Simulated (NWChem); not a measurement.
System: SnHOBrF2; SMILES [OH][Sn]([F])([F])[Br]

Input file for NWChem:

```
start job
memory heap 200 mb stack 900 mb global 1100 mb
geometry units angstroms noautoz
  O      1.816454     1.327349     0.000000
  Sn     0.002434     0.608479     0.000000
  F     -0.965245     1.297468     1.508103
  F     -0.965245     1.297468    -1.508103
  Br     0.015484    -1.825521     0.000000
  H      1.813200     2.294541     0.000000
end
basis spherical
  * library def2-svp
end
ecp
  Sn library def2-ecp
end
dft
  xc b3lyp
  iterations 150
  vectors input atomic output neutral.movecs
end
task dft energy
charge 1
dft
  odft
  mult 2
  vectors input atomic output cation.movecs
end
task dft energy
```

The geometry was optimised at PBE0/def2-SVP. Not confirmed as a minimum by frequencies. def2 effective core potentials on Sn; no spin-orbit coupling.

Ions are spin-unrestricted doublets at the neutral geometry; other ion states weren't tried.

Task: Predict the main results of this run. (B3LYP/def2-SVP with def2 effective core potentials on Sn, vertical spin-unrestricted ions.) Quantities: vertical ionisation energy, ΔSCF (eV); −ε(HOMO) (eV).

Result: The vertical ionisation energy, ΔSCF (eV) comes out as 11.62 and the −ε(HOMO) (eV) is 9.09.
